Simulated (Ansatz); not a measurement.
One geometry of [Ni(OH)4]2- (NiO₄H₄²⁻), several levels of theory.

```yaml
crystal:
  periodic: [false, false, false]
  atoms:
    - {symbol: Ni, position_ang: [0.006582, 0.011801, -0.009397]}
    - {symbol: O, position_ang: [0.473053, 1.004740, 1.568541]}
    - {symbol: H, position_ang: [-0.369003, 1.492408, 1.641286]}
    - {symbol: O, position_ang: [1.703177, -0.888593, 0.056372]}
    - {symbol: H, position_ang: [2.020707, -0.458419, 0.872595]}
    - {symbol: O, position_ang: [-1.693285, 0.906322, -0.070486]}
    - {symbol: H, position_ang: [-2.035486, 0.431882, -0.851445]}
    - {symbol: O, position_ang: [-0.462381, -0.985584, -1.583786]}
    - {symbol: H, position_ang: [0.356636, -1.514566, -1.623669]}
basis:
  gaussian: {orbitals: def2-SVPD, initial_orbitals: start.molden}
total_charge: -2
hamiltonian: {xc: {text: "exchange = 0.90*pbe_x + 0.10*exact_x\ncorrelation = pbe_c"}}
scf: {omitted_lower_state_checks: [starts]}
output: {orbitals: {seedname: orbitals}}
```

The file start.molden holds the orbitals of an earlier run on this structure, at another level or in another basis.

```sh
$ ansatz run in.yaml --threads 4 --pin off --events-out ev --progress --plain --max-ram 8704MiB
```

It prints (some lines left out):

```
Functional definition: unnamed
1403 factors; their error is unknown
mean field evaluation 1: about -49270.8551 eV, gradient 9.5e0 eV
mean field evaluation 2: about -49271.1033 eV, gradient 3.2e-1 eV
mean field evaluation 4: about -49271.1442 eV, gradient 2.7e-1 eV
mean field evaluation 8: about -49271.1443 eV, gradient 1.7e-5 eV
mean field -49271.14434311 eV, -1810.6811574281 hartree, gradient 1.7e-5 eV, S^2 0.000000; 0 other end points of the search recorded, 0 dependent functions left out
reference -49271.14438035 eV, -1810.6811587967 hartree; 33, 33 occupied and 125, 125 virtual orbitals, 1403 factors
Total energy: -49271.14438035 eV, -1810.6811587967 hartree
Checks for a lower state left out: starts
```

Hardware: 4 threads of Arm Neoverse V1 on a shared host. Wall time 2.7 s.

First input, but with `gaussian: {orbitals: def2-TZVPD, initial_orbitals: start.molden}`, `hamiltonian: {xc: {name: PBE-QIDH}}` and without the key `output` (abridged; 9.5 s):

```
Functional definition: PBE-QIDH
mean field -49261.53723310 eV, -1810.3281026472 hartree, gradient 4.4e-6 eV, S^2 0.000000; unrestricted orbitals would lower it
9 core orbitals not correlated: weight in the atoms' cores, before any rotation towards them, 1.000 or more for the frozen orbitals, at most 0.000 for the correlated occupied ones
second order -51.57899016 eV of doubles, -0.00000000 eV of singles
Total energy: -49278.73024574 eV, -1810.9599342079 hartree
Checks for a lower state left out: starts
```

As the first input, with `gaussian: {orbitals: def2-TZVPD, initial_orbitals: start.molden}`, `hamiltonian: {xc: pbe, dispersion: d4}` (abridged; 3 s):

```
Functional definition: PBE
mean field -49286.41636355 eV, -1811.2423938275 hartree, gradient 6.7e-6 eV, S^2 0.000000
Total energy: -49286.61668902 eV, -1811.2497556528 hartree
Checks for a lower state left out: starts
```

As the first input, with `gaussian: {orbitals: def2-TZVPD, initial_orbitals: start.molden}`, `hamiltonian: {xc: {name: BHLYP}, dispersion: d4}` (abridged; 5.5 s):

```
Functional definition: BHLYP
mean field -49294.26713267 eV, -1811.5309042712 hartree, gradient 2.1e-5 eV, S^2 0.000000
Total energy: -49294.50647668 eV, -1811.5397000014 hartree
Checks for a lower state left out: starts
```

The first input with `gaussian: {orbitals: def2-TZVPD, initial_orbitals: start.molden}`, `hamiltonian: {xc: {name: wB97X-V}}` (abridged; 12 s):

```
Functional definition: wB97X-V
mean field -49293.45532713 eV, -1811.5010709681 hartree, gradient 2.0e-5 eV, S^2 0.000000
Total energy: -49293.45532486 eV, -1811.5010708847 hartree
Checks for a lower state left out: starts
```

Geometry: PBE-D4/def2-SVPD.

Correlated methods freeze 9 core orbitals; core or outer-core shells of Ni are correlated, in sets that lack core-valence functions. A multiply charged anion in the gas phase is held together partly by the finite basis. The restricted singlet is unstable towards broken spin symmetry at other levels; at PBE with 10 % exact exchange/def2-SVPD, BHLYP-D4/def2-TZVPD, ωB97X-V/def2-TZVPD this wasn't settled. At PBE with 10 % exact exchange/def2-SVPD, PBE-D4/def2-TZVPD, BHLYP-D4/def2-TZVPD, ωB97X-V/def2-TZVPD the highest occupied level of the charge -2 singlet lies above zero (up to 5.93 eV). The electron is either unbound and held by the finite basis, or the level is raised by self-interaction error. At PBE-QIDH/def2-TZVPD the restricted singlet (for correlated methods, its reference) is unstable: a solution with broken spin symmetry lies lower. The order of the spin states hangs on the level: the triplet lies 0.18 eV below the singlet at PBE0-D4/def2-TZVPD, but 0.17 eV above it at PBE with 10 % exact exchange/def2-SVPD.
